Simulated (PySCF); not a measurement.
Species: BH8NSi2.
SMILES with atom numbers: `[BH2:1][SiH2:2][NH:3][SiH3:4]` (hydrogens: H5, H6 on B1; H7, H8 on Si2; H9 on N3; H10, H11, H12 on Si4)

Torsions of this conformer, `[BH2:1][SiH2:2][NH:3][SiH3:4]`: B1–Si2–N3–Si4 -38°.

The closed-shell ground state was solved at several levels (PySCF, density fitting, gas phase, non-relativistic). Geometry: PBE0-D3(BJ)/def2-SVP, one conformer, isolated molecule.

```csv
level,basis functions,total energy (Eh),HOMO (eV),LUMO (eV),gap (eV),dipole (D)
PBE0/def2-SVPD,152,-662.7966,-7.32,-2.41,4.91,0.63
PBE0/pcSseg-1,122,-663.0010,-7.31,-2.39,4.92,0.61
```

(1) What might wB97X-D/pcSseg-2 (270 basis functions) give for the same quantities?

(2) How far do the dipole and the HOMO energy spread over the levels?

Answers

(1) Total energy -663.4286 Eh, HOMO -9.22 eV, LUMO -0.50 eV, gap 8.72 eV, dipole 0.58 D.

(2) The dipole runs from 0.58 to 0.63 D (mean 0.61 D) and the HOMO from -9.22 to -7.31 eV.

The pairwise dispersion term of wB97X-D wasn't added to the energies; at a given geometry it leaves orbitals and properties as they are.
